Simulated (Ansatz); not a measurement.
A nudged elastic band was laid between two geometries of FH + Ge2H6O3 (13 atoms, charge 0, multiplicity 1).

Level of theory: Ansatz, RKS PBE/def2-SVP.

- movable images: 9
- climbing image: yes
- spring: 5.0 eV/Å²
- optimiser: quadratic models (default)
- start path: through a guess of the saddle point
- force threshold: 0.05 eV/Å
- iteration limit: 60
- end points: relaxed

Image 0:

```xyz
13
Properties=species:S:1:pos:R:3
Ge -0.039 -0.294 0.334
Ge 0.099 -0.197 2.769
H -0.426 -1.564 3.297
H 1.560 0.008 3.206
H -0.839 0.923 3.270
O 1.436 -0.695 -0.594
H 1.270 -1.512 -1.104
O -0.471 1.420 -0.195
H -0.264 1.534 -1.144
O -1.231 -1.427 -0.399
H -2.061 -1.463 0.111
F 1.196 2.251 1.491
H 0.526 2.157 0.792
```

Image 10:

```xyz
13
Properties=species:S:1:pos:R:3
Ge 0.180 -0.018 -0.728
Ge -0.070 0.333 3.595
H -1.297 0.141 2.656
H 0.695 -1.008 3.686
H -0.601 0.732 4.994
O 1.259 -0.658 -1.974
H 2.054 -1.055 -1.569
O -1.204 0.791 -1.474
H -0.907 1.539 -2.027
O -0.362 -1.309 0.351
H -0.903 -0.943 1.081
F 1.071 1.159 0.231
H 0.840 1.435 3.014
```

Question: What changes between the two ends?

Answer: Bonds broken: Ge1–Ge2, F12–H13. Bonds formed: Ge1–F12, Ge2–H13. FH + Ge2H6O3 becomes FGeH3O3 + GeH4.

Question: Give the energies along the band, and the barrier.

Answer: It converged. The highest image is number 5 of 0 to 10, 40.7 kcal/mol above the first end and 40.4 kcal/mol above the last; the last end lies 0.4 kcal/mol above the first. Neighbouring images differ by up to 1.2 eV, so the band resolves the path poorly. A vibrational analysis at the climbing image gives one clearly imaginary mode, 818i cm⁻¹: a first-order saddle point. The orbitals stay closed-shell, which can raise the energy where a bond breaks towards radicals; this wasn't checked here.

```json
{"image": "0", "path coordinate (Å)": "0.00", "energy (kcal/mol)": "0.0", "Ge1–Ge2 (Å)": "2.44", "F12–H13 (Å)": "0.97", "Ge1–F12 (Å)": "3.06"}
{"image": "1", "path coordinate (Å)": "1.15", "energy (kcal/mol)": "0.9", "Ge1–Ge2 (Å)": "2.44", "F12–H13 (Å)": "0.97", "Ge1–F12 (Å)": "2.95"}
{"image": "2", "path coordinate (Å)": "2.31", "energy (kcal/mol)": "2.3", "Ge1–Ge2 (Å)": "2.44", "F12–H13 (Å)": "0.97", "Ge1–F12 (Å)": "2.93"}
{"image": "3", "path coordinate (Å)": "3.46", "energy (kcal/mol)": "10.8", "Ge1–Ge2 (Å)": "2.43", "F12–H13 (Å)": "0.94", "Ge1–F12 (Å)": "2.76"}
{"image": "4", "path coordinate (Å)": "4.61", "energy (kcal/mol)": "19.0", "Ge1–Ge2 (Å)": "2.47", "F12–H13 (Å)": "0.95", "Ge1–F12 (Å)": "2.48"}
{"image": "5", "path coordinate (Å)": "5.77", "energy (kcal/mol)": "40.7", "Ge1–Ge2 (Å)": "2.84", "F12–H13 (Å)": "1.23", "Ge1–F12 (Å)": "1.97"}
{"image": "6", "path coordinate (Å)": "6.95", "energy (kcal/mol)": "12.6", "Ge1–Ge2 (Å)": "3.54", "F12–H13 (Å)": "1.92", "Ge1–F12 (Å)": "1.76"}
{"image": "7", "path coordinate (Å)": "8.13", "energy (kcal/mol)": "2.5", "Ge1–Ge2 (Å)": "4.07", "F12–H13 (Å)": "2.27", "Ge1–F12 (Å)": "1.75"}
{"image": "8", "path coordinate (Å)": "9.31", "energy (kcal/mol)": "0.7", "Ge1–Ge2 (Å)": "4.43", "F12–H13 (Å)": "2.68", "Ge1–F12 (Å)": "1.75"}
{"image": "9", "path coordinate (Å)": "10.49", "energy (kcal/mol)": "0.4", "Ge1–Ge2 (Å)": "4.40", "F12–H13 (Å)": "2.77", "Ge1–F12 (Å)": "1.75"}
{"image": "10", "path coordinate (Å)": "11.67", "energy (kcal/mol)": "0.4", "Ge1–Ge2 (Å)": "4.34", "F12–H13 (Å)": "2.81", "Ge1–F12 (Å)": "1.76"}
```

Question: What is the geometry of the highest image?

Answer: 
```xyz
13
Properties=species:S:1:pos:R:3
Ge 0.243 0.316 0.008
Ge 0.078 0.020 2.825
H -1.452 -0.253 2.805
H 0.828 -1.324 2.985
H 0.364 0.904 4.076
O 1.692 -0.184 -0.887
H 1.569 -1.126 -1.123
O -0.965 1.403 -0.729
H -1.619 0.841 -1.192
O -0.577 -1.312 0.086
H -1.391 -1.287 0.625
F 1.194 1.900 0.699
H 0.794 1.243 1.656
```

Time of the run: 7.5 min on 4 threads of Arm Neoverse V2, on a shared host, peak memory 0.25 GiB.
